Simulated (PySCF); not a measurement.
# Shifts of the heteroatoms

Structure with atom numbers: `[CH3:1][Si:2]([CH3:3])([CH3:4])[CH2:5][F:6]`. Hydrogens are named by the atom that carries them.

Computational details: shieldings: GIAO PBE0/pcSseg-1, structure optimised with GFN2-xTB, in PySCF (non-relativistic, one conformer, isolated molecule, rapidly exchanging positions averaged).

Task: Where does ¹⁹F resonate?

Result: 
| atoms | environment | σ (ppm) | δ (ppm) |
| --- | --- | --- | --- |
| F6 | fluorine on an sp3 carbon | 480.0 | -272.6 |

Shieldings were converted by a linear fit to measured shifts: ¹⁹F (scatter 6.0 ppm rms, 7.0 ppm with the 5 outliers that the fit left out vs CFCl3, solution or neat liquid, with a term for F on sp3 carbon). A few per cent of atoms miss by over 2 rms, more outside the fitted compound classes.

On a 400 MHz spectrometer ¹⁹F resonates near 376.4 MHz, so 1 ppm is 376.4 Hz.

Task: Where does ²⁹Si resonate?

Result: 
```tsv
atoms	environment	σ (ppm)	δ (ppm)
Si2	silicon bonded to 4 C	351.2	-8.7
```

Shieldings were converted by a linear fit to measured shifts: ²⁹Si: δ = 279.94 − 0.822σ (rms 8.9 ppm, 72 shifts, 25.8 ppm with the 6 outliers that the fit left out vs TMS, solution or neat liquid). Occasional misses reach two or three times the rms, and more in compound classes unlike the fitted ones.

On a 600 MHz spectrometer ²⁹Si resonates near 119.2 MHz, so 1 ppm is 119.2 Hz.
